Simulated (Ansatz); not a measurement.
`[CH3][SnH2][C]#N` + H–F → `[CH3][SnH2][F]` + `C#N` at 500 K and 1 bar (ligand exchange at the Sn–C bond).

Program: Ansatz. Geometries: PBE0-D4/def2-TZVP. ΔE: electronic, gas phase. CCSD(T)/CBS adds triple-zeta CCSD(T) − MP2 to the extrapolated MP2 energy (def2 sets, frozen cores). This one scheme is used for every species. def2 core potentials past Kr. For Sn outer-core shells are correlated without core-valence functions, which leaves a few kJ/mol of doubt a bond.

```tsv
species	CCSD(T)/CBS energy (Eh)	H − E (kJ/mol)	S (J/(mol·K))
`[CH3][SnH2][C]#N`	-347.81716	195.0	404.7
H–F	-100.39570	39.4	188.7
`[CH3][SnH2][F]`	-354.90084	172.4	371.3
`C#N`	-93.32098	60.1	220.8
```

H − E and S are ideal-gas, rigid-rotor, harmonic terms from PBE0-D4/def2-TZVP. 1 Eh = 2625.50 kJ/mol, R = 8.31446 J/(mol·K).

Question: By hand: ΔE, ΔH, ΔS and ΔG.

Answer: ΔE = (-354.90084) + (-93.32098) − (-347.81716) − (-100.39570) = -0.00896 Eh = -23.5 kJ/mol. Δ(H − E) = 172.4 + 60.1 − 195.0 − 39.4 = -1.9, so ΔH = -25.4 kJ/mol. ΔS = 371.3 + 220.8 − 404.7 − 188.7 = -1.3 J/(mol·K). ΔG = -25.4 − 500 × (-1.3)/1000 = -24.8 kJ/mol.

Question: By hand: the equilibrium constant, and the temperature at which ΔG would vanish if ΔH and ΔS stayed fixed.

Answer: log₁₀ K = −ΔG/(RT ln 10) = 2.6. ΔG = 0 at ΔH/ΔS = 19538 K, far beyond where these terms or the molecules hold.

The number of gas molecules stays the same, so ΔS is small and ΔH decides. A doubt of 5 kJ/mol in ΔE shifts log₁₀ K by 0.5 here. These are equilibria of isolated gas molecules and say nothing of rates. Largest T1 diagnostic: 0.014 (customary marks: 0.02 for closed shells, 0.045 for open ones).
